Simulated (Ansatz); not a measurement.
Ideal-gas functions of CH$_{3}$GeNS, SMILES `S=[C]1[NH][GeH2]1` at 800 K and 1 bar, from an Ansatz frequency run at PBE0-D4/def2-TZVP.

Molar mass 133.72 g/mol, point group Cs (symmetry number 1), electronic degeneracy 1, moments of inertia 36.559, 289.323, 319.194 u Å². Harmonic wavenumbers (cm⁻¹, unscaled): 201, 236, 394, 526, 546, 559, 588, 637, 847, 938, 1140, 1548, 2139, 2168, 3526.

Use S(trans) = R[1.5 ln M + 2.5 ln T − 1.1517]; rotational temperatures θ = 24.2544 K / I; S(rot) = R[ln(√π/σ · √(T³/θAθBθC)) + 1.5]; for each mode x = 1.438777 ν̃/T, S = R[x/(eˣ − 1) − ln(1 − e⁻ˣ)] and H = RT x/(eˣ − 1); 1 cm⁻¹ = 0.0119627 kJ/mol; R = 8.31446 J/(mol·K).

Problem. By hand: the entropy, in J/(mol·K).

Solution. Translation 190.4. Rotation: θ = 0.6634, 0.0838, 0.076 K, giving 123.3. Vibration, mode by mode: 16.82, 15.50, 11.35, 9.08, 8.79, 8.61, 8.23, 7.62, 5.58, 4.89, 3.66, 2.05, 0.88, 0.84, 0.11, in all 104.0. Electronic 0.0. Sum 417.7 J/(mol·K).

Problem. By hand: H − E and G − E in kJ/mol, counted from the electronic energy.

Solution. Zero-point energy ½ × 15993 × 0.0119627 = 95.7; thermal vibration 44.3; translation, rotation and pV give 4 RT = 26.6. H − E = 166.6 kJ/mol, and G − E = 166.6 − 800 × 417.7/1000 = -167.6 kJ/mol.

Vibration gives 25 % of the entropy.
